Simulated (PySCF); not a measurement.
C3H12OSi2, SMILES C[SiH2][C@H]([SiH3])CO. Geometry optimised at ωB97X-D3(BJ)/def2-SVP. The structure was generated by enumeration; whether it is a known compound was not checked. The values are those of a single conformer.

Task: Give the equilibrium geometry at ωB97X-D3(BJ)/def2-SVP (PySCF confirms it by a frequency run) as Cartesian coordinates in Å. (Estimate from the structure and the level; the computed values follow.)

Result: This is not unique; one that fits is 
```xyz
18

C      2.2745     1.2802     0.0977
Si     1.2824    -0.2626    -0.3204
C     -0.5798     0.0645    -0.3543
Si    -1.0833     1.3322     0.9419
C     -1.3643    -1.2494    -0.1898
O     -0.8830    -2.2935    -1.0147
H      2.0783     2.0833    -0.6308
H      2.0306     1.6639     1.1011
H      3.3532     1.0583     0.0739
H      1.7541    -0.8084    -1.6265
H      1.5268    -1.3125     0.7235
H     -0.8087     0.4986    -1.3451
H     -0.5679     2.6860     0.5881
H     -2.5718     1.4014     1.0593
H     -0.5322     0.9467     2.2777
H     -1.3558    -1.5579     0.8746
H     -2.4207    -1.0907    -0.4629
H     -0.1921    -2.7665    -0.5381
```
Charge 0, spin multiplicity 1.
